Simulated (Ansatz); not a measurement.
```yaml
crystal:
  periodic: [false, false, false]
  atoms:
    - {symbol: B, position_ang: [0.195670, -2.208540, 0.537860]}
    - {symbol: O, position_ang: [-0.034327, -0.903862, 0.757856]}
    - {symbol: Si, position_ang: [0.250971, 0.466566, -0.133823]}
    - {symbol: O, position_ang: [0.731790, 0.008421, -1.624827]}
    - {symbol: B, position_ang: [0.126675, 2.227257, 0.550670]}
    - {symbol: N, position_ang: [-1.006801, 1.633393, -0.027097]}
    - {symbol: H, position_ang: [-0.110110, -2.999504, 1.383282]}
    - {symbol: H, position_ang: [0.702070, -2.577814, -0.496825]}
    - {symbol: H, position_ang: [0.822700, -0.936267, -1.774870]}
    - {symbol: H, position_ang: [0.342769, 3.289656, 1.036911]}
    - {symbol: H, position_ang: [-1.955908, 1.943696, -0.188538]}
basis:
  gaussian: {orbitals: def2-TZVPP}
hamiltonian: {xc: {name: PBE0-DH}}
output: {forces: true}
```

```sh
$ ansatz run in.yaml --threads 4 --pin off --events-out ev --progress --plain --max-ram 10444MiB
```

Shortened log:

```
Functional definition: PBE0-DH
1614 factors; integrals over basis functions are off by at most 1.1e-3 eV
mean field evaluation 1: about -14877.4732 eV, gradient 7.2e1 eV
mean field evaluation 2: about -14877.6467 eV, gradient 7.2e1 eV
mean field evaluation 4: about -14886.2497 eV, gradient 6.4e0 eV
mean field evaluation 8: about -14886.3623 eV, gradient 7.4e-1 eV
mean field evaluation 16: about -14886.3634 eV, gradient 2.5e-4 eV
mean field -14886.36335299 eV, -547.0637628828 hartree, gradient 2.1e-6 eV, S^2 0.000000; 0 other end points of the search recorded, 0 dependent functions left out
10 core orbitals not correlated: weight in the atoms' cores, before any rotation towards them, 1.000 or more for the frozen orbitals, at most 0.000 for the correlated occupied ones
reference -14886.36337832 eV, -547.0637638138 hartree; 16, 16 occupied and 241, 241 virtual orbitals, 1614 factors
second order -32.81988365 eV of doubles, -0.00000000 eV of singles
Total energy: -14890.46586378 eV, -547.2145273735 hartree
Atom 0 at     0.195670    -2.208540     0.537860 Å, force    -0.000837     0.021029     0.000141 eV/Å
Atom 1 at    -0.034327    -0.903862     0.757856 Å, force     0.074940     0.064603    -0.149263 eV/Å
Atom 2 at     0.250971     0.466566    -0.133823 Å, force    -0.114011    -0.095646    -0.034083 eV/Å
Atom 3 at     0.731790     0.008421    -1.624827 Å, force    -0.021044    -0.283536     0.148429 eV/Å
Atom 4 at     0.126675     2.227257     0.550670 Å, force    -0.005891     0.000127    -0.007451 eV/Å
Atom 5 at    -1.006801     1.633393    -0.027097 Å, force    -0.069486     0.007083    -0.027088 eV/Å
Atom 6 at    -0.110110    -2.999504     1.383282 Å, force     0.029950     0.072058    -0.082534 eV/Å
Atom 7 at     0.702070    -2.577814    -0.496825 Å, force    -0.047479     0.036930     0.096077 eV/Å
Atom 8 at     0.822700    -0.936267    -1.774870 Å, force    -0.035601     0.333056     0.058356 eV/Å
Atom 9 at     0.342769     3.289656     1.036911 Å, force    -0.024314    -0.088874    -0.040904 eV/Å
Atom 10 at    -1.955908     1.943696    -0.188538 Å, force     0.213771    -0.066829     0.038321 eV/Å
Dipole moment:    -0.223603    -0.120464    -0.104391 e Å
```

It took 15 s on 4 threads of a server CPU on a shared host, with 0.92 GiB of host memory at the peak.
